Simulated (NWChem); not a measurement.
# A calculation on CH₂Cl (+1)

```xyz
4

C      0.0000     0.0000    -1.0492
Cl     0.0000     0.0000     0.5575
H      0.9708     0.0000    -1.5911
H     -0.9708     0.0000    -1.5911
```
Charge +1, spin multiplicity 1.

The numbers come from NWChem runs, not from measurements. Structure: optimised with PBE/def2-SVP, a minimum by its harmonic frequencies.

Symmetry labels belong to the abelian group C2v used in the runs, with the axes of the coordinates shown.

B3LYP has NWChem's definition, with VWN1-RPA local correlation. The spin multiplicity of the parent species was assumed, not shown to be that of its ground state. The structure started from a generated list of species.

Task: List the lowest 6 singlet excitations that TD-B3LYP/def2-SVPD, VWN1-RPA local correlation gives, with oscillator strengths.

Result: 
| state | symmetry | energy (eV) | wavelength (nm) | f |
|---|---|---|---|---|
| 1 | a2 | 3.38 | 366 | 0.000 |
| 2 | a1 | 7.14 | 174 | 0.151 |
| 3 | b2 | 7.60 | 163 | 0.000 |
| 4 | a2 | 7.82 | 159 | 0.000 |
| 5 | b1 | 9.26 | 134 | 0.001 |
| 6 | b1 | 10.62 | 117 | 0.007 |
